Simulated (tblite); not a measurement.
Species: C₄H₁₁B₂O (doublet state).
SMILES with atom numbers: `[BH2:1][BH:2][O:3][CH2:4][C:5]([CH3:6])[CH3:7]` (hydrogens: H8, H9 on B1; H10 on B2; H11, H12 on C4; H13, H14, H15 on C6; H16, H17, H18 on C7)

Computed with GFN2-xTB (tblite), gas phase: L-BFGS steps from a force-field or distance-geometry start until the largest atomic force falls under 0.01 eV/Å.

Step 108: E = -561.6968 eV
```
atom  x, y, z in Å  |  force x, y, z in eV/Å
B1      3.3869    0.1168    0.3866   -0.039   0.012  -0.037
B2      2.2186   -0.9271   -0.1536    0.023  -0.048   0.023
O3      0.9147   -0.7700   -0.3945    0.016  -0.051  -0.013
C4      0.1990    0.4270   -0.2140    0.044  -0.002  -0.010
C5     -1.2246    0.1689    0.1536    0.027   0.050   0.005
C6     -1.7009   -1.2182    0.3711   -0.003   0.058  -0.014
C7     -2.1976    1.2811   -0.0060   -0.030  -0.010  -0.020
H8      3.6959    0.2044    1.5150   -0.018   0.022   0.008
H9      4.0519    0.7312   -0.3631   -0.013  -0.002   0.037
H10     2.5608   -2.0423   -0.3917   -0.014   0.031  -0.031
H11     0.7074    1.0553    0.5452   -0.024  -0.002   0.015
H12     0.2425    1.0035   -1.1566   -0.022   0.001  -0.004
H13    -0.9079   -1.8287    0.8015   -0.071   0.012  -0.007
H14    -2.5762   -1.2218    1.0215    0.048  -0.043   0.006
H15    -1.9964   -1.6907   -0.5762    0.022   0.002   0.044
H16    -2.5349    1.3646   -1.0468    0.018   0.049  -0.027
H17    -1.7609    2.2410    0.2741    0.020  -0.057  -0.028
H18    -3.0870    1.1113    0.5976    0.015  -0.021   0.052
```

Step 109: E = -561.6982 eV
```
atom  x, y, z in Å  |  force x, y, z in eV/Å
B1      3.3759    0.1132    0.3934   -0.055  -0.008  -0.022
B2      2.2187   -0.9331   -0.1622    0.025  -0.029   0.016
O3      0.9182   -0.7687   -0.4130   -0.023  -0.064  -0.019
C4      0.2045    0.4286   -0.2280    0.033   0.013  -0.001
C5     -1.2181    0.1701    0.1404    0.036   0.074   0.013
C6     -1.6924   -1.2138    0.3740    0.004   0.080  -0.004
C7     -2.1968    1.2790   -0.0052   -0.030  -0.012  -0.015
H8      3.6600    0.1995    1.5269    0.004   0.033   0.042
H9      4.0486    0.7322   -0.3421    0.014   0.022   0.011
H10     2.5596   -2.0479   -0.3995   -0.014   0.016  -0.039
H11     0.7139    1.0549    0.5331   -0.018  -0.012   0.007
H12     0.2450    1.0085   -1.1678   -0.008   0.008  -0.021
H13    -0.8955   -1.8208    0.7993   -0.051  -0.015   0.017
H14    -2.5586   -1.2028    1.0343    0.013  -0.084   0.040
H15    -2.0019   -1.6952   -0.5624    0.012  -0.009   0.002
H16    -2.5440    1.3625   -1.0428    0.018   0.070  -0.018
H17    -1.7672    2.2411    0.2789    0.035  -0.065  -0.052
H18    -3.0788    1.0991    0.6064    0.005  -0.019   0.043
```

Step 110: E = -561.6993 eV
```
atom  x, y, z in Å  |  force x, y, z in eV/Å
B1      3.3671    0.1009    0.4201   -0.049  -0.014  -0.034
B2      2.2147   -0.9349   -0.1723   -0.015   0.016   0.000
O3      0.9196   -0.7593   -0.4512    0.032  -0.044   0.005
C4      0.2071    0.4379   -0.2599   -0.009   0.024   0.012
C5     -1.2111    0.1769    0.1295    0.037   0.059   0.013
C6     -1.6771   -1.2064    0.3846   -0.007   0.049   0.003
C7     -2.2039    1.2755   -0.0038   -0.009  -0.012  -0.009
H8      3.6323    0.1724    1.5602   -0.009   0.029   0.020
H9      4.0601    0.7246   -0.2956   -0.019  -0.003   0.033
H10     2.5532   -2.0474   -0.4198   -0.002   0.009  -0.036
H11     0.7265    1.0675    0.4936   -0.033  -0.029  -0.018
H12     0.2323    1.0144   -1.2031   -0.004  -0.004   0.002
H13    -0.8668   -1.8094    0.7913   -0.074  -0.011   0.006
H14    -2.5248   -1.1918    1.0712    0.056  -0.088   0.007
H15    -2.0153   -1.6956   -0.5398    0.034   0.020   0.046
H16    -2.5610    1.3562   -1.0384    0.010   0.076  -0.007
H17    -1.7851    2.2427    0.2794    0.044  -0.065  -0.060
H18    -3.0767    1.0820    0.6178    0.019  -0.013   0.017
```

Task: Estimate the geometry and energy of step 111. (The exact step hangs on the optimiser's Hessian estimate; all steps are aligned on step 110, rigid shifts and turns removed.)

Result: E = -561.7009 eV, largest force 0.076 eV/Å
```
atom  x, y, z in Å  |  force x, y, z in eV/Å
B1      3.3556    0.0968    0.4248   -0.002  -0.006   0.046
B2      2.2113   -0.9422   -0.1775    0.037   0.048   0.013
O3      0.9195   -0.7607   -0.4596   -0.058   0.003  -0.015
C4      0.2114    0.4403   -0.2677   -0.040   0.027   0.014
C5     -1.2061    0.1831    0.1310    0.067   0.030  -0.004
C6     -1.6690   -1.1996    0.3873    0.022  -0.013   0.043
C7     -2.2057    1.2743   -0.0034    0.021   0.002  -0.011
H8      3.6132    0.1668    1.5698   -0.032   0.021  -0.037
H9      4.0527    0.7293   -0.2788   -0.026  -0.005   0.017
H10     2.5483   -2.0526   -0.4295    0.005  -0.016  -0.037
H11     0.7356    1.0709    0.4828   -0.034  -0.044  -0.046
H12     0.2305    1.0135   -1.2140    0.010  -0.018   0.033
H13    -0.8569   -1.8040    0.7872   -0.047  -0.012   0.016
H14    -2.5094   -1.1904    1.0809    0.015  -0.068   0.028
H15    -2.0124   -1.6907   -0.5322    0.011   0.014  -0.008
H16    -2.5633    1.3521   -1.0379   -0.005   0.071   0.001
H17    -1.7902    2.2423    0.2776    0.048  -0.022  -0.054
H18    -3.0739    1.0768    0.6229    0.008  -0.012   0.001
```

The energy changes by -0.0015 eV. The first-order estimate −F·Δx gives -0.0025 eV and the mean of the old and new forces, exact on a quadratic surface, -0.0015 eV. The step makes an angle of 78° with the force vector and moves no atom by more than 0.022 Å.

The cost below is that of the whole relaxation. On Arm Neoverse V2, one thread, shared host, this took 1.1 s wall.
